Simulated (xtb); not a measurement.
xtb input:

```bash
xtb mol.xyz --gfn 2 --ohess tight --chrg -1 --uhf 0
```
mol.xyz:
```
12

C      2.25791967    -0.14942972     0.24970560
C      0.96537547    -0.32113397     0.22124598
C      0.01344411     0.68758091    -0.25853157
C     -1.31047034     0.66438324    -0.22896381
C     -2.19185700    -0.49935563     0.20528911
H      2.91040096    -0.90000679     0.55716873
H      2.73240831     0.80665595    -0.12684832
H      0.54028065    -1.25529997     0.61699282
H      0.45457020     1.67216787    -0.61560134
H     -1.84276903     1.52829925    -0.60428097
H     -2.80966983    -0.82511565    -0.60367744
H     -1.64450822    -1.32565741     0.58472227
```

### Question
Predict the final energy.

### Answer
-14.36670 Eh (GFN2-xTB).

It need not be the lowest isomer of its formula. Whether it binds its extra electron was not tested at this geometry.
